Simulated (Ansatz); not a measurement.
The inner images of a band of H₂S₂SeSn (6 atoms, charge 0, multiplicity 1) are given out of order.

All numbers below come from Ansatz 0.2.0, RKS r2SCAN-D4/def2-SVP.

Image 0:

```xyz
6
Properties=species:S:1:pos:R:3
Se -0.937 1.051 -1.645
Sn 0.140 -0.093 0.328
S 0.040 -2.493 0.413
S 2.006 -1.539 -0.116
H -1.298 2.204 -0.802
H 0.091 0.806 1.776
```

Image 6:

```xyz
6
Properties=species:S:1:pos:R:3
Se -0.997 0.919 -1.903
Sn -0.996 0.321 0.619
S 0.036 -1.979 0.227
S 1.657 -0.695 0.654
H -1.454 2.295 -1.633
H 1.796 -0.924 1.990
```

Task: Put them in order from the first end to the last, with their energies above the first end.
A.
```xyz
6
Properties=species:S:1:pos:R:3
Se -0.475 1.391 -1.535
Sn -0.371 0.088 0.660
S -0.079 -2.334 0.307
S 1.766 -1.390 0.112
H -1.848 1.846 -1.255
H 1.049 0.335 1.664
```
B.
```xyz
6
Properties=species:S:1:pos:R:3
Se -0.597 1.271 -1.644
Sn 0.206 -0.024 0.369
S -0.088 -2.413 0.385
S 1.936 -1.605 -0.138
H -1.684 1.910 -0.881
H 0.268 0.798 1.862
```
C.
```xyz
6
Properties=species:S:1:pos:R:3
Se -0.468 1.331 -1.636
Sn -0.690 0.184 0.662
S -0.056 -2.266 0.353
S 1.709 -1.105 0.432
H -1.784 1.922 -1.329
H 1.331 -0.130 1.471
```
D.
```xyz
6
Properties=species:S:1:pos:R:3
Se -0.497 1.405 -1.548
Sn 0.000 0.008 0.498
S -0.136 -2.381 0.340
S 1.831 -1.499 -0.079
H -1.866 1.791 -1.169
H 0.710 0.613 1.912
```
E.
```xyz
6
Properties=species:S:1:pos:R:3
Se -0.623 1.174 -1.817
Sn -0.873 0.267 0.602
S -0.048 -2.156 0.370
S 1.632 -0.878 0.472
H -1.709 2.104 -1.469
H 1.663 -0.574 1.797
```

Result: B (+2.0 kJ/mol), D (+25.7 kJ/mol), A (+58.8 kJ/mol), C (-31.7 kJ/mol), E (-90.0 kJ/mol).

Run time: 5.5 min on 2 threads of Arm Neoverse V1, on a shared host, peak memory 0.18 GiB.
